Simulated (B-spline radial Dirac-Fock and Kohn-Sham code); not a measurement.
Auger decay of the L3 hole in Ti⁷⁺

System: the Ti⁷⁺ ion, configuration 1s2 2s2 2p6 3s2 3p3.

Input file task.json (cfg lists n, l and occupation; rrms is the nuclear radius in fm):

```json
{"items": [{
  "Z": 22,
  "q": 7,
  "cfg": [[1, 0, 2], [2, 0, 2], [2, 1, 6], [3, 0, 2], [3, 1, 3]],
  "A": 48,
  "rrms": 3.5921,
  "do": ["binding", "quiet", "decay"],
  "holes": ["K", "L1", "L2", "L3", "M1"]
}]}
```

Command: `python xray_run.py task.json out`

Level of theory: independent-particle radiative and Coulomb Auger rates from relativistic LDA hole-state orbitals, with Dirac-Fock energies; a radial atomic solver. Kinetic energies are configuration averages from the vacuum level; the two-hole energies are estimated from single-hole states.

| transition | kinetic energy (eV) | width (meV) | share (%) |
| --- | --- | --- | --- |
| L3-M1M1 | 203.6 | 3.25 | 3.5 |
| L3-M1M2 | 233.2 | 1.17 | 1.3 |
| L3-M1M3 | 234.1 | 34.1 | 36.5 |
| L3-M2M3 | 258.8 | 22.0 | 23.5 |
| L3-M3M3 | 259.7 | 32.8 | 35.0 |

The listed channels hold 100 % of the non-radiative rate. Summed by principal shells, of 0.0935 eV in all: LMM 100.0 %.

Values without a named source are computed, but for edge energies of neutral atoms, which are taken from tables.
